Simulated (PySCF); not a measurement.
C₄H₉FSi, SMILES C[SiH](C)/C=C\F.

Geometry optimised at PBE-D3(BJ)/def2-SVP. The structure was generated by enumeration; whether it is a known compound was not checked. One conformer was computed; it need not be the lowest.

The numbers are results of PBE-D3(BJ)/def2-SVP (PySCF), not measurements.

Frequencies are harmonic and unscaled.

Computed vibrational spectrum:
```csv
mode,ν (cm⁻¹),IR (km/mol),moving atoms (share of kinetic energy)
1,41,1.1,"C 44 %, F 36 %, H 20 %"
2,113,1.0,"F 48 %, C 34 %, H 17 %"
3,162,0.9,"C 48 %, H 39 %, Si 9 %"
4,163,0.0,H 93 %
5,176,0.1,H 94 %
6,199,1.4,"C 46 %, H 39 %, Si 12 %"
7,250,4.8,"Si 43 %, H 24 %, C 18 %, F 15 %"
8,397,17.8,"C 65 %, H 29 %"
9,563,2.6,"C 59 %, H 20 %, Si 15 %"
10,602,7.2,H 93 %
11,636,7.9,"C 50 %, H 33 %, Si 9 %"
12,664,7.1,"H 48 %, C 34 %, Si 18 %"
13,685,2.5,"H 48 %, C 38 %, Si 14 %"
14,731,0.7,"H 68 %, C 23 %"
15,760,74.6,"H 56 %, C 26 %, Si 18 %"
16,773,5.0,"C 44 %, H 43 %, F 8 %"
17,831,35.9,"H 63 %, C 24 %, Si 12 %"
18,874,178.7,"H 71 %, C 14 %, Si 14 %"
19,876,116.3,"H 81 %, C 11 %, Si 9 %"
20,907,0.3,"H 75 %, C 25 %"
21,990,75.3,"H 56 %, F 22 %, C 20 %"
22,1179,55.8,"H 50 %, C 34 %, F 16 %"
23,1208,27.8,"H 78 %, C 22 %"
24,1215,5.1,"H 79 %, C 20 %"
25,1314,0.9,"H 76 %, C 23 %"
26,1376,0.8,H 96 %
27,1382,0.6,H 95 %
28,1386,7.9,H 96 %
29,1394,3.8,H 96 %
30,1642,129.3,C 94 %
31,2143,145.9,H 97 %
32,2976,4.5,H 97 %
33,2976,3.7,H 97 %
34,3076,0.6,"H 91 %, C 9 %"
35,3077,9.0,"H 91 %, C 9 %"
36,3081,3.7,"H 91 %, C 9 %"
37,3081,2.8,"H 91 %, C 9 %"
38,3094,10.1,H 92 %
39,3121,8.1,"H 91 %, C 9 %"
```
